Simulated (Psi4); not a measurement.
niobium atom (Nb), sextet (core potentials on Nb); SVWN/def2-SVP in Psi4.

Psi4 was given this input:
```
memory 2 GB

molecule {
0 6
Nb    0.00000000    0.00000000    0.00000000
}

set {
  basis def2-svp
  reference uks
}

energy('svwn')
print_variables()
```

The log (banner, timings and long lists left out):

```
   => Loading Basis Set <=

    Name: DEF2-SVP
    Role: ORBITAL
    Keyword: BASIS

    !!!  WARNING: ECP capability is in beta. Please check occupations closely.  !!!

         ---------------------------------------------------------
                                   SCF
               by Justin Turney, Rob Parrish, Andy Simmonett
                          and Daniel G. A. Smith
                              UKS Reference
         ---------------------------------------------------------

  ==> Geometry <==

    Molecular point group: d2h
    Geometry (in Angstrom), charge = 0, multiplicity = 6:

       Center              X                  Y                   Z               Mass
    ------------   -----------------  -----------------  -----------------  -----------------
         NB           0.000000000000     0.000000000000     0.000000000000    92.906373000000

  Running in d2h symmetry.

  Rotational constants: A = ************  B = ************  C = ************ [cm^-1]
  Rotational constants: A = ************  B = ************  C = ************ [MHz]
  Nuclear repulsion =    0.000000000000000

  Charge       = 0
  Multiplicity = 6
  Electrons    = 13
  Nalpha       = 9
  Nbeta        = 4

  ==> Algorithm <==

  SCF Algorithm Type is DF.
  DIIS enabled.
  MOM disabled.
  Fractional occupation disabled.
  Guess Type is CORE.
  Energy threshold   = 1.00e-06
  Density threshold  = 1.00e-06
  Integral threshold = 1.00e-12

  ==> Primary Basis <==

  Basis Set: DEF2-SVP
    Blend: DEF2-SVP
    Number of shells: 11
    Number of basis functions: 31
    Number of Cartesian functions: 36
    Spherical Harmonics?: true
    Max angular momentum: 3

  Core potential: DEF2-SVP
    Number of shells: 4
    Number of ECP primitives: 14
    Number of ECP core electrons: 28
    Max angular momentum: 3

  ==> DFT Potential <==

   => LibXC <=

    Version 7.1.2
    S. Lehtola, C. Steigemann, M. J. T. Oliveira, and M. A. L. Marques,  SoftwareX 7, 1–5 (2018) (10.1016/j.softx.2017.11.002)

   => Composite Functional: SVWN <=

    Slater exchange
    Vosko, Wilk & Nusair (VWN5_RPA)
    P. A. M. Dirac,  Math. Proc. Cambridge Philos. Soc. 26, 376 (1930) (10.1017/S0305004100016108)
    F. Bloch,  Z. Phys. 57, 545 (1929) (10.1007/BF01340281)
    S. H. Vosko, L. Wilk, and M. Nusair,  Can. J. Phys. 58, 1200 (1980) (10.1139/p80-159)

    Deriv               =              1
    GGA                 =          FALSE
    Meta                =          FALSE

    Exchange Hybrid     =          FALSE
    MP2 Hybrid          =          FALSE

   => Exchange Functionals <=

    1.0000         XC_LDA_X

   => Correlation Functionals <=

    1.0000   XC_LDA_C_VWN_RPA

   => LibXC Density Thresholds  <==

    XC_LDA_C_VWN_RPA:  1.00E-15
    XC_LDA_X:  1.00E-15

   => Molecular Quadrature <=

    Radial Scheme          =       TREUTLER
    Pruning Scheme         =           NONE
    Nuclear Scheme         =       TREUTLER

    Blocking Scheme        =         OCTREE
    BS radius alpha        =              1
    Pruning alpha          =              1
    Radial Points          =             75
    Spherical Points       =            302
    Total Points           =          21436
    Total Blocks           =            243
    Max Points             =            251
    Max Functions          =             31
    Weights Tolerance      =       1.00E-15

   => Loading Basis Set <=

    Name: (DEF2-SVP AUX)
    Role: JKFIT
    Keyword: DF_BASIS_SCF

  ==> Integral Setup <==

  SCF_SUBTYPE=INCORE selected. In-core MEM_DF algorithm will be used.
  Using in-core AOs.

  ==> MemDFJK: Density-Fitted J/K Matrices <==

    J tasked:                   Yes
    K tasked:                    No
    wK tasked:                   No
    Algorithm:                 Core
    Schwarz Cutoff:           1E-12
    Mask sparsity (%):       0.0000
    Fitting Condition:        1E-10

   => Auxiliary Basis Set <=

  Basis Set: (DEF2-SVP AUX)
    Blend: DEF2-UNIVERSAL-JKFIT
    Number of shells: 49
    Number of basis functions: 255
    Number of Cartesian functions: 384
    Spherical Harmonics?: true
    Max angular momentum: 6

  Minimum eigenvalue in the overlap matrix is 2.4269575340E-02.
  Reciprocal condition number of the overlap matrix is 8.0101927311E-03.
    Using symmetric orthogonalization.

  ==> Pre-Iterations <==

  SCF Guess: Core (One-Electron) Hamiltonian.

   -------------------------------------------------------
    Irrep   Nso     Nmo     Nalpha   Nbeta   Ndocc  Nsocc
   -------------------------------------------------------
     Ag         9       9       3       1       1       2
     B1g        2       2       1       0       0       1
     B2g        2       2       1       0       0       1
     B3g        2       2       1       0       0       1
     Au         1       1       0       0       0       0
     B1u        5       5       1       1       1       0
     B2u        5       5       1       1       1       0
     B3u        5       5       1       1       1       0
   -------------------------------------------------------
    Total      31      31       9       4       4       5
   -------------------------------------------------------

  ==> Iterations <==

                           Total Energy        Delta E     RMS |[F,P]|

    Occupation by irrep:
             Ag   B1g   B2g   B3g    Au   B1u   B2u   B3u
    DOCC [     1,    0,    0,    0,    0,    1,    1,    1 ]
    SOCC [     1,    0,    1,    0,    0,    1,    1,    1 ]
    NA   [     2,    0,    1,    0,    0,    2,    2,    2 ]
    NB   [     1,    0,    0,    0,    0,    1,    1,    1 ]

   @DF-UKS iter   1:   -55.32311179150358   -5.53231e+01   1.04210e-01 ADIIS
    Occupation by irrep:
             Ag   B1g   B2g   B3g    Au   B1u   B2u   B3u
    DOCC [     1,    0,    0,    0,    0,    1,    1,    1 ]
    SOCC [     2,    1,    1,    1,    0,    0,    0,    0 ]
    NA   [     3,    1,    1,    1,    0,    1,    1,    1 ]
[...]
   @DF-UKS iter  46:   -56.90579972366991    6.96972e-04   5.67521e-03 ADIIS/DIIS
   @DF-UKS iter  47:   -56.90565074369849    1.48980e-04   5.82260e-03 ADIIS/DIIS
   @DF-UKS iter  48:   -56.90606919964583   -4.18456e-04   5.41366e-03 ADIIS/DIIS
   @DF-UKS iter  49:   -56.90618202294942   -1.12823e-04   5.29594e-03 ADIIS/DIIS
   @DF-UKS iter  50:   -56.90480089093951    1.38113e-03   6.60483e-03 ADIIS/DIIS
   @DF-UKS iter  51:   -56.90560701561496   -8.06125e-04   5.87183e-03 ADIIS/DIIS
   @DF-UKS iter  52:   -56.90694712076623   -1.34011e-03   4.22164e-03 ADIIS/DIIS
   @DF-UKS iter  53:   -56.90715057594663   -2.03455e-04   3.85267e-03 ADIIS/DIIS
   @DF-UKS iter  54:   -56.90610884026304    1.04174e-03   5.36857e-03 ADIIS/DIIS
   @DF-UKS iter  55:   -56.90631053602585   -2.01696e-04   5.10368e-03 ADIIS/DIIS
   @DF-UKS iter  56:   -56.90590657142119    4.03965e-04   5.58709e-03 ADIIS/DIIS
   @DF-UKS iter  57:   -56.90631359175978   -4.07020e-04   5.15927e-03 ADIIS/DIIS
   @DF-UKS iter  58:   -56.90580183483561    5.11757e-04   5.68286e-03 ADIIS/DIIS
   @DF-UKS iter  59:   -56.90586478169205   -6.29469e-05   5.62554e-03 ADIIS/DIIS
   @DF-UKS iter  60:   -56.90655245291032   -6.87671e-04   4.88112e-03 ADIIS/DIIS
   @DF-UKS iter  61:   -56.90647608723908    7.63657e-05   4.99457e-03 ADIIS/DIIS
   @DF-UKS iter  62:   -56.90696201546567   -4.85928e-04   4.28932e-03 ADIIS/DIIS
   @DF-UKS iter  63:   -56.90594996688500    1.01205e-03   5.56452e-03 ADIIS/DIIS
   @DF-UKS iter  64:   -56.90632437098310   -3.74404e-04   5.11472e-03 ADIIS/DIIS
   @DF-UKS iter  65:   -56.90633025273797   -5.88175e-06   5.10520e-03 ADIIS/DIIS
   @DF-UKS iter  66:   -56.90566917908328    6.61074e-04   5.89640e-03 ADIIS/DIIS
   @DF-UKS iter  67:   -56.90722695527914   -1.55778e-03   4.00771e-03 ADIIS/DIIS
   @DF-UKS iter  68:   -56.90726553856272   -3.85833e-05   4.02437e-03 ADIIS/DIIS
   @DF-UKS iter  69:   -56.90682644173854    4.39097e-04   4.54464e-03 ADIIS/DIIS
   @DF-UKS iter  70:   -56.90709599135452   -2.69550e-04   4.26177e-03 ADIIS/DIIS
   @DF-UKS iter  71:   -56.90722322397313   -1.27233e-04   3.90814e-03 ADIIS/DIIS
   @DF-UKS iter  72:   -56.90719020093589    3.30230e-05   4.14501e-03 ADIIS/DIIS
   @DF-UKS iter  73:   -56.90724641706786   -5.62161e-05   4.06809e-03 ADIIS/DIIS
   @DF-UKS iter  74:   -56.90688832140626    3.58096e-04   4.32246e-03 ADIIS/DIIS
   @DF-UKS iter  75:   -56.90697126248114   -8.29411e-05   4.26556e-03 ADIIS/DIIS
   @DF-UKS iter  76:   -56.90496603228607    2.00523e-03   6.58691e-03 ADIIS/DIIS
   @DF-UKS iter  77:   -56.90494099966901    2.50326e-05   6.61210e-03 ADIIS/DIIS
   @DF-UKS iter  78:   -56.90561903041300   -6.78031e-04   5.93740e-03 ADIIS/DIIS
   @DF-UKS iter  79:   -56.90717794176334   -1.55891e-03   4.10714e-03 ADIIS/DIIS
   @DF-UKS iter  80:   -56.90695829088570    2.19651e-04   4.15138e-03 ADIIS/DIIS
   @DF-UKS iter  81:   -56.90695726584659    1.02504e-06   4.31542e-03 ADIIS/DIIS
   @DF-UKS iter  82:   -56.90701410809578   -5.68422e-05   4.34747e-03 ADIIS/DIIS
   @DF-UKS iter  83:   -56.90673464068417    2.79467e-04   4.65584e-03 ADIIS/DIIS
   @DF-UKS iter  84:   -56.90714374954023   -4.09109e-04   3.83129e-03 ADIIS/DIIS
   @DF-UKS iter  85:   -56.90648182339747    6.61926e-04   4.97699e-03 ADIIS/DIIS
   @DF-UKS iter  86:   -56.90588490119890    5.96922e-04   5.62831e-03 ADIIS/DIIS
   @DF-UKS iter  87:   -56.90568520847430    1.99693e-04   5.83188e-03 ADIIS/DIIS
   @DF-UKS iter  88:   -56.90571220080634   -2.69923e-05   5.80540e-03 ADIIS/DIIS
   @DF-UKS iter  89:   -56.90554852252957    1.63678e-04   5.96795e-03 ADIIS/DIIS
   @DF-UKS iter  90:   -56.90545674698305    9.17755e-05   6.06555e-03 ADIIS/DIIS
   @DF-UKS iter  91:   -56.90621017437528   -7.53427e-04   5.29980e-03 ADIIS/DIIS
   @DF-UKS iter  92:   -56.90666004929260   -4.49875e-04   4.77952e-03 ADIIS/DIIS
   @DF-UKS iter  93:   -56.90569338779987    9.66661e-04   5.81674e-03 ADIIS/DIIS
   @DF-UKS iter  94:   -56.90600757301616   -3.14185e-04   5.50323e-03 ADIIS/DIIS
   @DF-UKS iter  95:   -56.90614787605756   -1.40303e-04   5.31556e-03 ADIIS/DIIS
   @DF-UKS iter  96:   -56.90676526178017   -6.17386e-04   4.55133e-03 ADIIS/DIIS
   @DF-UKS iter  97:   -56.90737089288629   -6.05631e-04   3.85926e-03 ADIIS/DIIS
   @DF-UKS iter  98:   -56.90691352140484    4.57371e-04   4.22875e-03 ADIIS/DIIS
   @DF-UKS iter  99:   -56.90676237066180    1.51151e-04   4.49148e-03 ADIIS/DIIS
   @DF-UKS iter 100:   -56.90750131597997   -7.38945e-04   3.69167e-03 ADIIS/DIIS

PsiException: Could not converge SCF iterations in 100 iterations.

  Failed to converge.

Traceback (most recent call last):
  File "psi4", line 375, in <module>
  File "<string>", line 22, in <module>
  File "site-packages/psi4/driver/driver.py", line 533, in energy
  File "site-packages/psi4/driver/procrouting/proc.py", line 2760, in run_scf
  File "site-packages/psi4/driver/procrouting/proc.py", line 2047, in scf_helper
  File "site-packages/psi4/driver/procrouting/scf_proc/scf_iterator.py", line 93, in scf_compute_energy
  File "site-packages/psi4/driver/procrouting/scf_proc/scf_iterator.py", line 86, in scf_compute_energy
  File "site-packages/psi4/driver/procrouting/scf_proc/scf_iterator.py", line 609, in scf_iterate

psi4.driver.p4util.exceptions.SCFConvergenceError: Could not converge SCF iterations in 100 iterations.

Printing out the relevant lines from the Psithon --> Python processed input file:
    Nb    0.00000000    0.00000000    0.00000000
    """)
    core.IO.set_default_namespace("")
    core.set_global_option("BASIS", "def2-svp")
    core.set_global_option("REFERENCE", "uks")
--> energy('svwn')
    print_variables()

!-------------------------------------------------------!
!                                                       !
!  Could not converge SCF iterations in 100 iterations. !
!                                                       !
!-------------------------------------------------------!
```

The run did not converge; its last values are not results.
